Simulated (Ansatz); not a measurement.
Consider the silylene formation by 1,1-elimination: `O[SiH]([SiH3])Cl` → `O[Si]Cl` + SiH₄.

Computed with Ansatz on PBE0-D4/def2-TZVP structures; ΔE is electronic, products minus reactants. CCSD(T)/CBS adds triple-zeta CCSD(T) − MP2 to the extrapolated MP2 energy (def2 sets, frozen cores). This one scheme is used for every species. Functionals use def2-TZVPP. Each species was taken in one conformer, which may not be the lowest.

Q: Is it downhill or uphill in electronic energy at CCSD(T)/CBS, and by how much? (Estimate.)

A: Computed: Uphill: ΔE = +30.5 kcal/mol.

Q: What do these levels give: BLYP-D4, CAM-B3LYP-D4, ωB97X-V, LC-ωPBE, MP2/def2-TZVPP, HF/def2-QZVPP? (Best estimate.)

A: The calculation gave: BLYP-D4 24.3, CAM-B3LYP-D4 29.3, ωB97X-V 32.4, LC-ωPBE 34.5, MP2/def2-TZVPP 31.0, HF/def2-QZVPP 27.6 kcal/mol.

Largest T1 diagnostic among the species: 0.014.

In def2-TZVPP, CCSD(T) changes the Hartree–Fock value by +1.4 kcal/mol (the triples alone add +0.1 kcal/mol) and MP2 by +3.5 kcal/mol. At CCSD(T), def2-SVP lies −4.6 kcal/mol from the extrapolated value and def2-TZVPP −1.5 kcal/mol.
